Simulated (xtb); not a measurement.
Si(F)(I)2(Me) (CH₃FI₂Si), SMILES C[Si](F)(I)I. All values are semi-empirical tight-binding results from xtb (GFN2-xTB unless named), good for trends rather than for accurate numbers. Geometry optimised at GFN2-xTB.

Optimised geometry:

Bonded distances (Å): C1–Si2 1.878, C1–H6 1.087, C1–H7 1.086, C1–H8 1.087, Si2–F3 1.600, Si2–I4 2.453, Si2–I5 2.453. Angles (°): Si2–C1–H6 110.8, Si2–C1–H7 111.2, Si2–C1–H8 110.7, H6–C1–H7 108.0, H6–C1–H8 108.0, H7–C1–H8 108.0, C1–Si2–F3 109.4, C1–Si2–I4 112.3, C1–Si2–I5 112.3, F3–Si2–I4 105.9, F3–Si2–I5 105.8, I4–Si2–I5 110.7.
Charge 0, spin multiplicity 1.

| Quantity | Value |
|---|---|
| point group as xtb finds it | Cs |
| orbital gap | 5.37 eV |
| zero-point energy | 26.2 kcal/mol |
| G − E(el) at 298.15 K (modified RRHO) | 3.4 kcal/mol |
| static polarisability (D4 model) | 107.6 bohr³ |
| solvation energy, GFN2-xTB/ALPB(water) | -2.7 kcal/mol |
| solvation energy, GFN2-xTB/ALPB(dmf) | -10.2 kcal/mol |

Computed atomic charges and the Wiberg bond orders between heavy atoms:
charges (e) C1 -0.18, Si2 0.60, F3 -0.25, I4 -0.15, I5 -0.15, H6 0.05, H7 0.04, H8 0.05. Bond orders C1–Si2 0.86, Si2–F3 1.11, Si2–I4 1.04, Si2–I5 1.04.
